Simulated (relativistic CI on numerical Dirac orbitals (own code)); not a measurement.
# Pb VI: sensitivity of the levels to the model

Base calculation: Dirac-Coulomb-Breit CI, separate exchange-only KLI orbitals for each configuration, model QED, valence Slater integrals scaled by 0.85, P86 correlation energy added to each configuration.

Configuration list (outside the closed core [Kr] 4d10 4f14): 5s2.5p6.5d9, 5s2.5p6.5d8.6s, 5s2.5p6.5d8.5f, 5s2.5p6.5d8.6p, 5s2.5p6.5d8.5g, 5s2.5p5.5d10, 5s2.5p6.5d8.6d, 5s2.5p6.5d8.7s, 5s2.5p6.5d7.6s.6p, 5s2.5p6.5d8.7p, 5s2.5p6.5d8.7d, 5s2.5p6.5d8.6f, 5s2.5p6.5d8.8s, 5s2.5p6.5d8.8p, 5s2.5p6.5d8.7f, 5s2.5p6.5d7.5f.6s, 5s2.5p5.5d9.5f, 5s.5p6.5d10, 5s2.5p5.5d9.5g, 5s2.5p6.5d7.6p.6d, 5s2.5p6.5d7.5f.5g, 5s2.5p5.5d9.6s, 5s2.5p6.5d7.6s2, 5s2.5p6.5d6.5f.6s2, 5s2.5p6.5d6.6s2.6p, 5s2.5p6.5d6.5g.6s2, 5s2.5p6.5d6.6s2.6d. Double excitations out of closed p, d and f shells are left out; levels of such configurations are missing from the list, as are those of other unlisted configurations, and high levels can miss mixing partners.

Variants: (1) self-excluded LDA correlation estimate; (2) Slater integrals left unscaled; (3) QED terms removed; (4) one mean potential for all configurations. Shifts of the energy above 5s2.5p6.5d9 2D_5/2, in cm⁻¹, for the lowest level and the first level of each name with at least 55 % of one term (blank where a level changes its place among those of its configuration and J or its character, or is not in the variant):

| Level | Base | Δ(1) | Δ(2) | Δ(3) | Δ(4) |
| --- | --- | --- | --- | --- | --- |
| 5s2.5p6.5d9 2D_5/2 | 0 | 0 | 0 | 0 | 0 |
| 5s2.5p6.5d9 2D_3/2 | 21574 | 0 | +174 | -56 | -175 |
| 5s2.5p6.5d8.6s 4F_9/2 | 141566 | -820 | -1238 | -587 | -114 |
| 5s2.5p6.5d8.6s 4F_5/2 | 164963 | -819 | -739 | -638 | -5 |
| 5s2.5p6.5d8.6s 4P_1/2 | 169397 | -818 | +2313 | -601 | -107 |
| 5s2.5p6.5d8.6s 4P_3/2 | 173164 | -819 | +474 | -642 | -17 |
| 5s2.5p6.5d8.6s 2G_9/2 | 181957 | -819 | +2431 | -632 | -22 |
| 5s2.5p6.5d8.6s 2G_7/2 | 182945 | -818 | +2485 | -632 | -8 |
| 5s2.5p6.5d8.6s 2P_1/2 | 184645 | -816 | +3038 | -621 | +56 |
| 5s2.5p6.5d8.6s 2S_1/2 | 222103 | -817 | +6419 | -677 | +20 |
| 5s2.5p6.5d8.6p 4D°_7/2 | 231284 | -905 | -2761 | -109 | +327 |
| 5s2.5p6.5d8.6p 4G°_7/2 | 253440 | -906 | -2400 | -162 | +534 |
| 5s2.5p6.5d8.6p 4G°_11/2 | 261626 | -907 | -1665 | -128 | +483 |
| 5s2.5p6.5d8.6p 4P°_1/2 | 263065 | -905 | -1204 | -167 | +497 |
| 5s2.5p6.5d8.6p 4F°_9/2 | 264782 | -907 | -1147 | -129 | +523 |
| 5s2.5p6.5d8.6p 2D°_5/2 | 268091 | -903 | -343 | -129 | +492 |
| 5s2.5p6.5d8.6p 2H°_9/2 | 269923 | -907 | +513 | -161 | +537 |
| 5s2.5p6.5d8.6p 4G°_9/2 | 282868 | -907 | -1619 | -183 | +655 |
| 5s2.5p6.5d8.6p 2H°_11/2 | 297600 | -908 | +1046 | -182 | +619 |
| 5s2.5p6.5d8.6p 2G°_7/2 | 303999 | -906 | +2254 | -181 | +690 |
| 5s2.5p6.5d7.6s2 4F_9/2 | 308247 | -1062 | -1861 | -1223 | +2516 |

At this charge configurations can still be misplaced by up to about 7 % of their energy. Levels and lines within the n = 5 or 6 shells can be off by up to 10 % or somewhat more, and those that change n by about 2 %, since core polarisation is missing.

Ionisation energy from the two ground configurations alone: base 84.65 eV; self-excluded LDA correlation estimate 84.96 eV; Slater integrals left unscaled 84.47 eV. The NIST ASD value (theoretical) is 82.9 eV. The gap of more than 2 % comes from missing correlation, or from a tabulated value that is itself an estimate.

LS names give the leading component of a level, which can be under half, so a name can repeat, a term be missing and a line seem to break the LS rules.
